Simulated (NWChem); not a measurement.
System: C$_{2}$H$_{3}$O$_{3}$ anion

NWChem input:

```
start job
memory heap 200 mb stack 700 mb global 900 mb
charge -1
geometry units angstroms noautosym nocenter noautoz
  C      0.016628     1.776494     0.000999
  O     -0.700355     0.570451     0.000144
  C      0.047655    -0.681919     0.000101
  O     -0.703383    -1.663116    -0.000379
  O      1.286980    -0.575769     0.000324
  H      1.099673     1.580993    -0.004229
  H     -0.240861     2.371980     0.898808
  H     -0.249013     2.377160    -0.890824
end
basis spherical
  C library aug-cc-pvdz
  O library aug-cc-pvdz
  H library aug-cc-pvdz
end
dft
  xc pbe0
  iterations 150
end
cosmo
  dielec 25.0
end
task dft energy
```

Output (shortened):

```
             Northwest Computational Chemistry Package (NWChem) 7.3.0
             --------------------------------------------------------

                             Geometry "geometry" -> ""
                             -------------------------

 Output coordinates in angstroms (scale by  1.889725989 to convert to a.u.)

  No.       Tag          Charge          X              Y              Z
 ---- ---------------- ---------- -------------- -------------- --------------
    1 C                    6.0000     0.01662800     1.77649400     0.00099900
    2 O                    8.0000    -0.70035500     0.57045100     0.00014400
    3 C                    6.0000     0.04765500    -0.68191900     0.00010100
    4 O                    8.0000    -0.70338300    -1.66311600    -0.00037900
    5 O                    8.0000     1.28698000    -0.57576900     0.00032400
    6 H                    1.0000     1.09967300     1.58099300    -0.00422900
    7 H                    1.0000    -0.24086100     2.37198000     0.89880800
    8 H                    1.0000    -0.24901300     2.37716000    -0.89082400

 Effective nuclear repulsion energy (a.u.)     172.3302891343

                                 NWChem DFT Module
                                 -----------------

 Summary of "ao basis" -> "ao basis" (spherical)
 ------------------------------------------------------------------------------
       Tag                 Description            Shells   Functions and Types
 ---------------- ------------------------------  ------  ---------------------
 C                        aug-cc-pvdz                9       23   4s3p2d
 O                        aug-cc-pvdz                9       23   4s3p2d
 H                        aug-cc-pvdz                5        9   3s2p

 in cosmo_initialize ...

 solvent parameters
 solvname_short: unkn
 solvname_long:  unknown
 dielec:       25.0000

          ---------------
          -cosmo- solvent
          ---------------
 Cosmo: York-Karplus, doi: 10.1021/jp992097l
 dielectric constant -eps-     =  25.00
 screen = (eps-1)/(eps    )    =   0.96000
 surface charge correction     = lagrangian

   van der Waals surface
 --------------------------

 ---------- ATOMIC COORDINATES (A.U.) ------------ VDWR(ANG.) --
     1    0.03142236    3.35708688    0.00188784     2.000
     2   -1.32347904    1.07799608    0.00027212     1.720
     3    0.09005489   -1.28864006    0.00019086     2.000
     4   -1.32920114   -3.14283353   -0.00071621     1.720
     5    2.43203955   -1.08804564    0.00061227     1.720
     6    2.07808065    2.98764356   -0.00799165     1.300
     7   -0.45516129    4.48239225    1.69850084     1.300
     8   -0.47056634    4.49218103   -1.68341326     1.300
 number of segments per atom =         32
 number of   points per atom =         32
 atom (   nspa,  nppa )
 ----------------------
    1 (     18,     0 )       0
    2 (     16,     0 )       0
    3 (     14,     0 )       0
    4 (     20,     0 )       0
    5 (     18,     0 )       0
    6 (     14,     0 )       0
    7 (     15,     0 )       0
    8 (     15,     0 )       0
 number of -cosmo- surface points =      130
 molecular surface =    100.879 angstrom**2
 molecular volume  =     80.247 angstrom**3
 G(cav/disp)       =      1.364 kcal/mol
 -lineq- algorithm             =   0
 -bem- low  level              =   2
 -bem- from -octahedral-
 gaussian surface charge width =   4.50000
 degree of switching           =   1.00000
 switching function tolerance  =   0.00010
 atomic radii =
 --------------
    1  6.000  2.000
    2  8.000  1.720
    3  6.000  2.000
    4  8.000  1.720
    5  8.000  1.720
    6  1.000  1.300
    7  1.000  1.300
    8  1.000  1.300
 ...... end of -cosmo- initialization ......

            General Information
            -------------------
          SCF calculation type: DFT
          Wavefunction type:  closed shell.
          No. of atoms     :     8
          No. of electrons :    40
           Alpha electrons :    20
            Beta electrons :    20
          Charge           :    -1
          Spin multiplicity:     1
          Use of symmetry is: off; symmetry adaption is: off
          Maximum number of iterations: 150
          AO basis - number of functions:   142
                     number of shells:    60
          Convergence on energy requested:  1.00D-06
          Convergence on density requested:  1.00D-05
          Convergence on gradient requested:  5.00D-04

              XC Information
              --------------
                         PBE0 Method XC Functional
                     Hartree-Fock (Exact) Exchange  0.250
          PerdewBurkeErnzerhof Exchange Functional  0.750
            Perdew 1991 LDA Correlation Functional  1.000 local
           PerdewBurkeErnz. Correlation Functional  1.000 non-local

[...]

                                   COSMO solvation results
                                   -----------------------

                 gas phase energy =      -303.473771674186
                 sol phase energy =      -303.577361336604
 (electrostatic) solvation energy =         0.103589662418 (   65.00 kcal/mol)

                       DFT Final Molecular Orbital Analysis
                       ------------------------------------

 Vector   18  Occ=2.000000D+00  E=-2.838109D-01
              MO Center=  3.5D-01, -1.6D-01,  3.1D-04, r^2= 2.7D+00
   Bfn.  Coefficient  Atom+Function         Bfn.  Coefficient  Atom+Function
  ----- ------------  ---------------      ----- ------------  ---------------
    99      0.448337  5 O  pz                30     -0.345867  2 O  pz
   102      0.310302  5 O  pz                33     -0.250486  2 O  pz
    76     -0.227689  4 O  pz                79     -0.155817  4 O  pz
   126      0.120279  7 H  s                135     -0.120701  8 H  s
   125      0.118982  7 H  s                134     -0.118796  8 H  s

 Vector   19  Occ=2.000000D+00  E=-2.780863D-01
              MO Center= -4.5D-01, -1.9D-01,  8.7D-04, r^2= 3.1D+00
   Bfn.  Coefficient  Atom+Function         Bfn.  Coefficient  Atom+Function
  ----- ------------  ---------------      ----- ------------  ---------------
    76     -0.413304  4 O  pz                30      0.403357  2 O  pz
    33      0.287617  2 O  pz                79     -0.283238  4 O  pz
   126     -0.173414  7 H  s                135      0.172891  8 H  s
    99      0.167924  5 O  pz               125     -0.157878  7 H  s
   134      0.156993  8 H  s                  7     -0.153241  1 C  pz

 Vector   20  Occ=2.000000D+00  E=-2.600328D-01
              MO Center=  2.8D-01, -9.5D-01,  3.8D-06, r^2= 2.2D+00
   Bfn.  Coefficient  Atom+Function         Bfn.  Coefficient  Atom+Function
  ----- ------------  ---------------      ----- ------------  ---------------
    98      0.463750  5 O  py                74      0.396552  4 O  px
   101      0.326576  5 O  py                77      0.267547  4 O  px
    75     -0.193151  4 O  py                78     -0.151629  4 O  py
   104      0.123016  5 O  py                28     -0.109951  2 O  px
    80      0.101512  4 O  px                 4     -0.093367  1 C  s

 Vector   21  Occ=0.000000D+00  E= 8.104599D-03
              MO Center=  1.3D-01,  1.5D+00,  9.7D-04, r^2= 1.5D+01
   Bfn.  Coefficient  Atom+Function         Bfn.  Coefficient  Atom+Function
  ----- ------------  ---------------      ----- ------------  ---------------
     4      1.561397  1 C  s                118     -0.970999  6 H  s
   127     -0.870235  7 H  s                136     -0.869607  8 H  s
    58      0.737941  3 C  py                12      0.548096  1 C  py
     3      0.507803  1 C  s                 73      0.484077  4 O  s
   126     -0.304759  7 H  s                135     -0.304406  8 H  s

 Vector   22  Occ=0.000000D+00  E= 3.037773D-02
              MO Center=  3.8D-02,  3.8D-01, -1.5D-04, r^2= 1.8D+01
   Bfn.  Coefficient  Atom+Function         Bfn.  Coefficient  Atom+Function
  ----- ------------  ---------------      ----- ------------  ---------------
     4      2.845702  1 C  s                 58     -1.548738  3 C  py
    73     -1.315430  4 O  s                 12     -0.910602  1 C  py
   136     -0.795085  8 H  s                127     -0.786604  7 H  s
   118      0.728298  6 H  s                 11     -0.629306  1 C  px
    27     -0.596442  2 O  s                 35     -0.501406  2 O  py

 Vector   23  Occ=0.000000D+00  E= 3.743722D-02
              MO Center= -4.8D-01,  2.2D+00, -2.9D-02, r^2= 1.7D+01
   Bfn.  Coefficient  Atom+Function         Bfn.  Coefficient  Atom+Function
  ----- ------------  ---------------      ----- ------------  ---------------
   136     -3.406816  8 H  s                127      3.321945  7 H  s
    13     -1.438628  1 C  pz                59      0.660515  3 C  pz
   126      0.364180  7 H  s                135     -0.360624  8 H  s
    10     -0.339647  1 C  pz                82     -0.169167  4 O  pz
     7     -0.124327  1 C  pz               124      0.106966  6 H  pz

     Multipole analysis of the density
     ---------------------------------

     L   x y z        total         alpha         beta         nuclear
     -   - - -        -----         -----         ----         -------
     0   0 0 0     -1.000000    -20.000000    -20.000000     39.000000

     1   1 0 0      0.031003     -0.042544     -0.042544      0.116092
     1   0 1 0      2.431495      1.640831      1.640831     -0.850167
     1   0 0 1      0.000358     -0.010278     -0.010278      0.020914

     2   2 0 0    -30.196369    -55.231743    -55.231743     80.267118
     2   1 1 0     -0.506891     -1.667336     -1.667336      2.827780
     2   1 0 1     -0.001876     -0.010720     -0.010720      0.019565
     2   0 2 0    -28.983195   -126.775532   -126.775532    224.567869
     2   0 1 1     -0.001778     -0.040313     -0.040313      0.078848
     2   0 0 2    -22.577982    -14.148430    -14.148430      5.718878
```

Level: PBE0/aug-cc-pVDZ, COSMO on the gas-phase geometry. Coordinates come from a B3LYP/def2-SVPD optimisation. No frequency run checked for a minimum. COSMO prints the solvation energy as gas minus solution, so a positive value is a stabilisation.
